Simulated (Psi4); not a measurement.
Approach curve of the dimer C3H6O ··· C4H5N (SMILES CC(C)=O and c1cc[nH]c1). Monomers: optimised at B3LYP-D3(BJ) (def2-TZVP), held rigid. Orientation: lowest of the rigid-body minima from ten starts at GFN2-xTB. The monomers approach along the line of their centres of mass (distance R); nothing else relaxes.

Calculation: SAPT0/jun-cc-pVDZ, frozen core in Psi4.

Components in kJ/mol:

| R / Å | electrostatics | exchange | induction | dispersion | total |
|---|---|---|---|---|---|
| 4.02 | -139.06 | 264.92 | -60.60 | -43.67 | 21.59 |
| 4.24 | -84.61 | 129.73 | -30.47 | -28.32 | -13.67 |
| 4.39 | -62.15 | 79.56 | -19.48 | -21.45 | -23.52 |
| 4.62 | -40.91 | 37.55 | -10.18 | -14.36 | -27.90 |
| 4.79 | -31.24 | 21.58 | -6.50 | -10.87 | -27.03 |
| 4.99 | -23.58 | 11.27 | -3.97 | -7.95 | -24.23 |
| 5.30 | -16.25 | 4.14 | -1.98 | -5.04 | -19.13 |
| 5.61 | -11.88 | 1.52 | -1.08 | -3.29 | -14.73 |
| 6.13 | -7.68 | 0.28 | -0.45 | -1.71 | -9.57 |
| 6.83 | -4.74 | 0.03 | -0.18 | -0.79 | -5.69 |
| 7.81 | -2.73 | 0.00 | -0.07 | -0.32 | -3.11 |
| 9.10 | -1.51 | 0.00 | -0.02 | -0.12 | -1.64 |
